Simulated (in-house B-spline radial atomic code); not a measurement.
Lu⁺. Computed with a B-spline radial atomic code. Model: non-relativistic spherical atom: semilocal Troullier-Martins pseudo-atom, one channel per l, against all electrons, high spin, G0W0 and RPA with empty states to l = 8, local potential for every l without a channel, a model core (radius 0 = none) keeps its share of the functional.

Without relativity these are model numbers for so heavy an element.

What the tables leave out is listed at the end.

The pseudopotential gives back the lowest level of each angular momentum of its own functional in the configuration it was made in; a second state of the same l is only approximately right. Exact exchange, RPA and GW see the smooth pseudo-orbitals and miss the exchange with the core, for which the functional's share stands in. The column with an uncorrelated core keeps all orbitals and exact exchange, and so separates missing core correlation from pseudisation. Only the three outermost levels and the lowest empty one were computed. RPA here is direct RPA, with no exchange kernel, and its energies carry an (l + 1/2)⁻⁴ tail. A hybrid on a potential with a model core restores only its own semilocal share of the core's exchange.

Command:
```bash
python run_psgw.py task.json out
```
Settings (lengths in bohr, energies in hartree):
```
Z                      71
electrons              70
configuration          [Xe] 4f14 6s2
generated_in           [Xe] 4f14 6s2
functional             pbe,pbe
core_shells            8
radius_factor          1.15
core_correction        False
ion_configuration      [Xe] 4f14 6s1
```

Time taken, with all properties: 94 s on 1 thread of Arm Neoverse N1 (shared host).

Given: made with PBE; model core radius 0 bohr; local radius 0.748 bohr; mean-field start PBE0.

Valence shells of the generating configuration: 4d, 5s, 5p, 4f, 6s.

Channel: s 1.297, p 1.428, d 0.56, f 1.81 (radii in bohr).

Computed: largest level miss in the spin-unpolarised generating configuration 0.061 eV; valence RPA correlation energy all-electron orbitals -2.7697 hartree; valence RPA correlation energy pseudo -3.1793 hartree; pseudo-atom RPA polarisability 49.994 bohr³; ionisation by mean-field all-electron 12.95 eV; ionisation by mean-field pseudo minus all 0.11 eV; ionisation by RPA pseudo minus all 0.223 eV.

```
level  occupied  mean-field all-electron (eV)  mean-field pseudo minus all (eV)  G0W0 all-electron (eV)  G0W0 uncorrelated core minus all (eV)  G0W0 pseudo minus all (eV)  exchange self-energy all-electron (eV)  exchange self-energy pseudo (eV)
   6s         1                       -10.931                            -0.092                 -13.359                                 -0.013                      -0.253                                 -8.9053                           -8.9964
```

Problem. What is the ionisation by RPA all-electron?

Solution. 13.364 eV.

Problem. What is the all-electron RPA polarisability, core included?

Solution. 51.06 bohr³.

Given: mean-field start Hartree-Fock.

Computed: valence RPA correlation energy pseudo -2.8999 hartree; all-electron RPA polarisability, core included 42.601 bohr³; pseudo-atom RPA polarisability 41.027 bohr³; ionisation by mean-field all-electron 11.793 eV; ionisation by mean-field pseudo minus all 0.189 eV; ionisation by RPA pseudo minus all 0.214 eV.

| level | occupied | mean-field all-electron (eV) | mean-field pseudo minus all (eV) | G0W0 all-electron (eV) | G0W0 uncorrelated core minus all (eV) | G0W0 pseudo minus all (eV) | exchange self-energy all-electron (eV) | exchange self-energy pseudo (eV) |
| --- | --- | --- | --- | --- | --- | --- | --- | --- |
| 6s | 1 | -11.939 | -0.188 | -13.163 | -0.011 | -0.191 | -8.4052 | -8.5215 |
| 4f | 1 | -38.811 | 6.885 | -34.79 | 0.173 | 4.389 | -81.631 | -52.811 |
| 5d (empty) | 0 | -4.8452 | 0.47 | -6.6177 | 0.003 | 0.591 | -6.3478 | -5.2107 |

Problem. What is the valence RPA correlation energy all-electron orbitals?

Solution. -2.4831 hartree.

Problem. What is the ionisation by RPA all-electron?

Solution. 12.967 eV.

Among the listed levels the largest G0W0 shift of the pseudo-atom is +4.39 eV, for 4f on the Hartree-Fock start, while leaving the core uncorrelated moves that level by +0.17 eV. So pseudisation and the lost core exchange, not the missing core correlation, make the error. Not in the tables (levels of low weight, unsolved or above zero; the highest and the empty levels are kept at any weight): the PBE start was refused, since an empty level lay at or below an occupied one; on PBE0 the G0W0 levels 4f (pseudo minus all +3.85 eV, weights 0.71 and 0.71), 5p (pseudo minus all -1.14 eV, weights 0.37 and 0.76), 5d (pseudo minus all +0.27 eV, weights 0.38 and 0.39); on Hartree-Fock the G0W0 levels 5p (pseudo minus all -2.23 eV, weights 0.91 and 0.81).
